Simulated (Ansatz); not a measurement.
`[NH2][In][Cl]` radical. The species carries charge 0 and has multiplicity 2. In: def2 effective core potential. Geometry: relaxed with PBE0-D4/def2-TZVP. It is one conformer, not always the lowest.

```xyz
5

N     0.963   -0.072    0.064
In   -0.896    0.548    0.737
Cl   -2.491    0.762   -1.001
H     1.563   -0.409    0.809
H     0.861   -0.828   -0.609
```

**Question.** What is the dipole moment at r2SCAN/def2-TZVPP? (Estimate.)

**Answer.** The calculation gave: 3.40 D, with components (1.95, -1.23, 2.50) D in this frame, pointing from negative to positive charge.

**Question.** And with PBE, B3LYP, ωB97M-V? (Best estimate.)

**Answer.** Ansatz gave: PBE 3.26 D, B3LYP 3.41 D, ωB97M-V 3.40 D.

**Question.** Give the Mulliken charges with r2SCAN, PBE, ωB97M-V in def2-TZVPP. (Estimate.)

**Answer.** Ansatz gave: 
| atom | r2SCAN | PBE | ωB97M-V |
| --- | --- | --- | --- |
| N1 | -0.47 | -0.42 | -0.43 |
| In2 | 0.58 | 0.51 | 0.58 |
| Cl3 | -0.41 | -0.38 | -0.38 |
| H4 | 0.15 | 0.14 | 0.11 |
| H5 | 0.15 | 0.14 | 0.12 |

B3LYP here is the variant with VWN-RPA as its local correlation; programs differ in this.
